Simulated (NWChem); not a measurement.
System: SiNH5; SMILES N[SiH3]

The following NWChem deck was run.

```
start job
memory heap 200 mb stack 900 mb global 1100 mb
geometry units angstroms noautoz
  Si    -0.008112     0.558796     0.000000
  N     -0.043011    -1.179490     0.000000
  H     -0.716897     1.025381    -1.221127
  H     -0.716897     1.025381     1.221127
  H      1.339203     1.211669     0.000000
  H      0.268488    -1.670619    -0.830271
  H      0.268488    -1.670619     0.830271
end
basis spherical
  Si library 6-31g*
  N library 6-31g*
  H library 6-31g*
end
dft
  xc pbe0
  iterations 150
end
tddft
  cis
  nroots 6
  notriplet
end
task tddft energy
```

All runs use the structure optimised with B3LYP/6-31G* (spherical d).

Vertical excitations in the gas phase.

Give the results of this calculation. (PBE0/6-31G* (spherical d), TDA.) Quantities: lowest excitation, singlet (eV); oscillator strength of that lowest state; lowest state with f > 0.02, singlet (eV); oscillator strength of that bright state; orbital gap (eV).


```yaml
lowest excitation, singlet (eV): 6.50
oscillator_strength_of_that_lowest_state: 0.028
lowest state with f > 0.02, singlet (eV): 6.50
oscillator_strength_of_that_bright_state: 0.028
orbital gap (eV): 8.05
```
